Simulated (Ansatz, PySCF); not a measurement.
The PySCF input:
```python
from pyscf import gto, scf

mol = gto.Mole()
mol.atom = '''
    O     0.000000    0.000000    0.000000
'''
mol.basis = 'cc-pvtz'
mol.charge = 0
mol.spin = 2
mol.verbose = 4
mol.build()

mf = scf.UHF(mol)
mf.kernel()
```

Problem. Convert this to an input for Ansatz (an electronic-structure program).

Solution. This is not unique; one that fits is 
Ansatz 0.2 input:
```yaml
crystal:
  periodic: [false, false, false]
  atoms:
    - {symbol: O, position_ang: [0.00000000, 0.00000000, 0.00000000]}
basis:
  gaussian:
    orbitals: cc-pVTZ
hamiltonian:
  xc: hf
magnetization: {spin_polarized: true, initial_magnetization: 2}
accuracy: high
```

Both were run: PySCF gave -74.811757 Eh and Ansatz -74.811757 Eh, 0.000 mEh apart.
